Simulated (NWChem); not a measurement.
System: AlH2OCl; SMILES [Cl][AlH][OH]

The following NWChem deck was run.

```
start job
memory heap 200 mb stack 900 mb global 1100 mb
geometry units angstroms noautoz
  Al    -0.579326     0.608741     0.000000
  H     -2.143871     0.690281     0.000000
  Cl     0.418009    -1.244126     0.000000
  O      0.306567     2.049826     0.000000
  H      1.259132     2.154397     0.000000
end
basis spherical
  * library 6-31g*
end
dft
  xc xpbe96 cpbe96
  iterations 150
  vectors input atomic output neutral.movecs
end
task dft energy
charge 1
dft
  odft
  mult 2
  vectors input atomic output cation.movecs
end
task dft energy
```

Parts of the log:

```
             Northwest Computational Chemistry Package (NWChem) 7.3.0
             --------------------------------------------------------

 CS  symmetry detected

                             Geometry "geometry" -> ""
                             -------------------------

 Output coordinates in angstroms (scale by  1.889725989 to convert to a.u.)

  No.       Tag          Charge          X              Y              Z
 ---- ---------------- ---------- -------------- -------------- --------------
    1 Al                  13.0000    -0.53569306     0.54116144     0.00000000
    2 H                    1.0000    -2.07228572     0.84666566     0.00000000
    3 Cl                  17.0000     0.18505271    -1.43578539     0.00000000
    4 O                    8.0000     0.54807707     1.83999733     0.00000000
    5 H                    1.0000     1.50578286     1.80660854     0.00000000

 Effective nuclear repulsion energy (a.u.)     128.6457541870

      Symmetry information
      --------------------

 Group name             Cs
 Group number              2
 Group order               2
 No. of unique centers     5

  pbe96 is a nonlocal functional; adding pw91lda local functional.

                                 NWChem DFT Module
                                 -----------------

 Summary of "ao basis" -> "ao basis" (spherical)
 ------------------------------------------------------------------------------
       Tag                 Description            Shells   Functions and Types
 ---------------- ------------------------------  ------  ---------------------
 Al                          6-31g*                  8       18   4s3p1d
 H                           6-31g*                  2        2   2s
 Cl                          6-31g*                  8       18   4s3p1d
 O                           6-31g*                  6       14   3s2p1d

      Symmetry analysis of basis
      --------------------------

        a'         40
        a"         14

            General Information
            -------------------
          SCF calculation type: DFT
          Wavefunction type:  closed shell.
          No. of atoms     :     5
          No. of electrons :    40
           Alpha electrons :    20
            Beta electrons :    20
          Charge           :     0
          Spin multiplicity:     1
          Use of symmetry is: on ; symmetry adaption is: on
          Maximum number of iterations: 150
          AO basis - number of functions:    54
                     number of shells:    26
          Convergence on energy requested:  1.00D-06
          Convergence on density requested:  1.00D-05
          Convergence on gradient requested:  5.00D-04

              XC Information
              --------------
          PerdewBurkeErnzerhof Exchange Functional  1.000
            Perdew 1991 LDA Correlation Functional  1.000 local
           PerdewBurkeErnz. Correlation Functional  1.000 non-local

             Grid Information
             ----------------
          Grid used for XC integration:  medium
          Radial quadrature: Mura-Knowles
          Angular quadrature: Lebedev.
          Tag              B.-S. Rad. Rad. Pts. Rad. Cut. Ang. Pts.
          ---              ---------- --------- --------- ---------
          Al                  1.25       88           8.0       590
          H                   0.35       45          10.0       434
          Cl                  1.00       88          10.0       590
          O                   0.60       49           9.0       434
          Grid pruning is: on
          Number of quadrature shells:   315
          Spatial weights used:  Erf1

      Superposition of Atomic Density Guess
      -------------------------------------

 Sum of atomic energies:        -777.06005073

      Non-variational initial energy
      ------------------------------

 Total energy =    -777.524665
 1-e energy   =   -1331.489643
 2-e energy   =     425.319224
 HOMO         =      -0.421298
 LUMO         =       0.005589

      Symmetry analysis of molecular orbitals - initial
      -------------------------------------------------

  Numbering of irreducible representations:

     1 a'          2 a"

  Orbital symmetries:

     1 a'          2 a'          3 a'          4 a'          5 a'
     6 a'          7 a"          8 a'          9 a'         10 a'
    11 a"         12 a'         13 a'         14 a'         15 a'
    16 a'         17 a"         18 a'         19 a"         20 a'
    21 a'         22 a"         23 a'         24 a'         25 a'
    26 a'         27 a"         28 a'         29 a'         30 a'

   convergence    iter        energy       DeltaE   RMS-Dens  Diis-err
 ---------------- ----- ----------------- --------- --------- ---------
 d= 0,ls=0.0,diis     1   -778.6311969742 -9.07D+02  3.08D-02  7.23D-01
 d= 0,ls=0.0,diis     2   -778.2278777319  4.03D-01  2.28D-02  4.35D+00
 d= 0,ls=0.0,diis     3   -778.7021483366 -4.74D-01  6.38D-03  7.67D-02
 d= 0,ls=0.0,diis     4   -778.7088375057 -6.69D-03  2.96D-03  2.35D-02
 d= 0,ls=0.0,diis     5   -778.7127567950 -3.92D-03  3.05D-04  3.94D-04
  Resetting Diis
 d= 0,ls=0.0,diis     6   -778.7128071422 -5.03D-05  4.46D-05  1.39D-05
 d= 0,ls=0.0,diis     7   -778.7128087297 -1.59D-06  2.72D-05  7.39D-07
 d= 0,ls=0.0,diis     8   -778.7128085202  2.10D-07  1.69D-05  2.90D-06
 d= 0,ls=0.0,diis     9   -778.7128088158 -2.96D-07  3.61D-06  6.84D-08

         Total DFT energy =     -778.712808815836
      One electron energy =    -1334.024385970291
           Coulomb energy =      482.570052521892
    Exchange-Corr. energy =      -55.904229554425
 Nuclear repulsion energy =      128.645754186988

 Numeric. integr. density =       40.000005860810

                  Occupations of the irreducible representations
                  ----------------------------------------------

                     irrep           alpha         beta
                     --------     --------     --------
                     a'               16.0         16.0
                     a"                4.0          4.0

                       DFT Final Molecular Orbital Analysis
                       ------------------------------------

 Vector   18  Occ=2.000000D+00  E=-2.930871D-01  Symmetry=a'
              MO Center= -1.9D-01,  5.7D-01, -9.5D-18, r^2= 3.9D+00
   Bfn.  Coefficient  Atom+Function         Bfn.  Coefficient  Atom+Function
  ----- ------------  ---------------      ----- ------------  ---------------
    42      0.366222  4 O  py                27     -0.317653  3 Cl px
    28      0.267967  3 Cl py                46      0.266203  4 O  py
    20     -0.231395  2 H  s                 19     -0.173752  2 H  s
    31     -0.171721  3 Cl px                44      0.166831  4 O  s
     6     -0.146775  1 Al s                  8     -0.144392  1 Al py

 Vector   19  Occ=2.000000D+00  E=-2.782456D-01  Symmetry=a"
              MO Center=  4.2D-01,  9.2D-01,  4.1D-15, r^2= 2.9D+00
   Bfn.  Coefficient  Atom+Function         Bfn.  Coefficient  Atom+Function
  ----- ------------  ---------------      ----- ------------  ---------------
    43      0.529345  4 O  pz                47      0.400693  4 O  pz
    29     -0.378008  3 Cl pz                33     -0.230647  3 Cl pz
    25      0.149392  3 Cl pz                 9      0.073177  1 Al pz
    15      0.062629  1 Al d -1              13      0.056651  1 Al pz
     5     -0.034054  1 Al pz                17     -0.025490  1 Al d  1

 Vector   20  Occ=2.000000D+00  E=-2.765834D-01  Symmetry=a'
              MO Center=  1.3D-01, -2.8D-01, -2.0D-15, r^2= 3.7D+00
   Bfn.  Coefficient  Atom+Function         Bfn.  Coefficient  Atom+Function
  ----- ------------  ---------------      ----- ------------  ---------------
    27      0.533764  3 Cl px                42      0.345788  4 O  py
    31      0.293502  3 Cl px                28      0.245033  3 Cl py
    46      0.239583  4 O  py                23     -0.209565  3 Cl px
    32      0.133840  3 Cl py                20      0.102177  2 H  s
     7     -0.096348  1 Al px                24     -0.095962  3 Cl py

 Vector   21  Occ=0.000000D+00  E=-5.228981D-02  Symmetry=a"
              MO Center= -5.5D-01,  5.2D-01,  1.1D-14, r^2= 3.9D+00
   Bfn.  Coefficient  Atom+Function         Bfn.  Coefficient  Atom+Function
  ----- ------------  ---------------      ----- ------------  ---------------
     9      0.584332  1 Al pz                13      0.577744  1 Al pz
    47     -0.234731  4 O  pz                43     -0.230903  4 O  pz
    29     -0.224603  3 Cl pz                33     -0.211449  3 Cl pz
     5     -0.190014  1 Al pz                25      0.084206  3 Cl pz
    17      0.048970  1 Al d  1              35      0.038634  3 Cl d -1

 Vector   22  Occ=0.000000D+00  E=-3.687421D-02  Symmetry=a'
              MO Center= -4.2D-02,  5.0D-01, -4.1D-17, r^2= 4.6D+00
   Bfn.  Coefficient  Atom+Function         Bfn.  Coefficient  Atom+Function
  ----- ------------  ---------------      ----- ------------  ---------------
    10      1.097708  1 Al s                 20     -0.458634  2 H  s
    44     -0.441204  4 O  s                 30     -0.403326  3 Cl s
    11      0.347969  1 Al px                 6      0.314865  1 Al s
    32     -0.315174  3 Cl py                28     -0.246724  3 Cl py
    26     -0.184693  3 Cl s                  2     -0.171883  1 Al s

[...]
```

Level: PBE/6-31G* (spherical d), vertical spin-unrestricted ions. Geometry: optimised at PBE0/def2-SVP.
